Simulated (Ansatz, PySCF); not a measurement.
C₃H₁₁NSi₂, SMILES C=C([SiH3])C[SiH2]N. Atoms are numbered in the order given.

```xyz
17

C     -1.3500    -1.7664     0.1416
C     -1.0524    -0.4748    -0.0759
Si    -2.1576     0.8624     0.6477
C      0.1570    -0.0501    -0.8613
Si     1.6856     0.0178     0.2525
N      3.0305     0.6598    -0.6352
H     -2.2137    -2.0689     0.7409
H     -0.7395    -2.5757    -0.2790
H     -2.7806     1.6587    -0.4574
H     -1.3680     1.8179     1.4858
H     -3.2336     0.2434     1.4783
H      0.3840    -0.7574    -1.6767
H      0.0187     0.9400    -1.3299
H      2.0680    -1.3677     0.6601
H      1.3097     0.7758     1.4937
H      3.0165     1.6258    -0.9443
H      3.9684     0.3969    -0.3538
```
Charge 0, spin multiplicity 1.

Geometry optimised at PBE0-D3(BJ)/def2-SVP. The structure was generated by enumeration, and PubChem lists no compound with its InChIKey, so it may never have been made. One conformer was computed; it need not be the lowest.

Two levels are set side by side: PBE-D3(BJ)/def2-SVP (Ansatz, a first-principles code) and PBE0-D3(BJ)/def2-SVP (Ansatz). Each level has its own optimised geometry; the coordinates shown are those of the second. Frequencies come from the Hessian of PySCF at each geometry. Differences are taken from unrounded values.

| quantity | PBE0-D3(BJ) |
|---|---|
| mean bond length (Å) | 1.392 |
| bond C1–C2 (Å) | 1.343 |
| bond C2–Si3 (Å) | 1.880 |
| bond C2–C4 (Å) | 1.503 |
| bond C4–Si5 (Å) | 1.893 |
| bond Si5–N6 (Å) | 1.735 |
| bond C1–H7 (Å) | 1.094 |
| bond C1–H8 (Å) | 1.098 |
| bond Si3–H9 (Å) | 1.498 |
| bond Si3–H10 (Å) | 1.496 |
| bond Si3–H11 (Å) | 1.494 |
| bond C4–H12 (Å) | 1.103 |
| bond C4–H13 (Å) | 1.104 |
| bond Si5–H14 (Å) | 1.494 |
| bond Si5–H15 (Å) | 1.502 |
| bond N6–H16 (Å) | 1.014 |
| bond N6–H17 (Å) | 1.014 |
| highest harmonic wavenumber (cm⁻¹) | 3704 |
| mean harmonic wavenumber (cm⁻¹) | 1253 |
| zero-point energy (kcal/mol) | 80.61 |

Q: What does PBE-D3(BJ) give, and how far is it from PBE0-D3(BJ)? (The exact figures need the calculation; the answer reports its results.)

A: 
| quantity | PBE-D3(BJ) | PBE-D3(BJ) minus PBE0-D3(BJ) |
|---|---|---|
| mean bond length (Å) | 1.402 | 0.010 |
| bond C1–C2 (Å) | 1.354 | 0.011 |
| bond C2–Si3 (Å) | 1.889 | 0.010 |
| bond C2–C4 (Å) | 1.510 | 0.006 |
| bond C4–Si5 (Å) | 1.906 | 0.013 |
| bond Si5–N6 (Å) | 1.750 | 0.016 |
| bond C1–H7 (Å) | 1.102 | 0.008 |
| bond C1–H8 (Å) | 1.106 | 0.008 |
| bond Si3–H9 (Å) | 1.508 | 0.011 |
| bond Si3–H10 (Å) | 1.507 | 0.010 |
| bond Si3–H11 (Å) | 1.504 | 0.010 |
| bond C4–H12 (Å) | 1.111 | 0.008 |
| bond C4–H13 (Å) | 1.112 | 0.008 |
| bond Si5–H14 (Å) | 1.504 | 0.010 |
| bond Si5–H15 (Å) | 1.514 | 0.012 |
| bond N6–H16 (Å) | 1.024 | 0.010 |
| bond N6–H17 (Å) | 1.024 | 0.010 |
| highest harmonic wavenumber (cm⁻¹) | 3569 | -135 |
| mean harmonic wavenumber (cm⁻¹) | 1213 | -40 |
| zero-point energy (kcal/mol) | 78.01 | -2.60 |

Exact exchange shortens and stiffens bonds; PBE has none. Differences between two approximate levels are no errors against the true value.
